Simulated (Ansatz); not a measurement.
CH9BOSi2 (`C[SiH]([SiH3])BO`), relaxed with RKS PBE0-D4/def2-TZVP in Ansatz from a PBE-D4/def2-SVP geometry. The force threshold is 0.005 eV/Å; the program also tests the step.

Charge 0, multiplicity 1.

Start:

```xyz
14

C     0.146   -1.507    1.213
Si   -0.407    0.179    0.526
Si   -1.481   -0.115   -1.556
B     1.126    1.465    0.206
O     2.395    0.972    0.245
H    -0.702   -2.214    1.303
H     0.908   -1.954    0.545
H     0.604   -1.384    2.216
H    -1.440    0.812    1.432
H    -0.527   -0.716   -2.560
H    -2.668   -1.038   -1.446
H    -1.962    1.202   -2.113
H     0.938    2.649   -0.057
H     3.069    1.650    0.047
```

```tsv
step	energy (eV)	largest force (eV/Å)	largest move (Å)
1	-19654.3105	0.722	0.000
2	-19654.3504	0.248	0.025
3	-19654.3516	0.206	0.031
4	-19654.3542	0.065	0.022
5	-19654.3544	0.039	0.006
6	-19654.3545	0.016	0.010
7	-19654.3545	0.004	0.005
```

End:

```xyz
14

C     0.141   -1.498    1.206
Si   -0.400    0.166    0.511
Si   -1.473   -0.122   -1.556
B     1.122    1.461    0.211
O     2.390    0.987    0.230
H    -0.704   -2.182    1.307
H     0.880   -1.961    0.548
H     0.599   -1.372    2.189
H    -1.412    0.799    1.412
H    -0.540   -0.721   -2.553
H    -2.649   -1.028   -1.435
H    -1.947    1.181   -2.100
H     0.937    2.631   -0.020
H     3.056    1.657    0.049
```

Run time 17 s (4 threads of an Intel Xeon 6975P-C on a shared host); peak host memory 0.67 GiB.
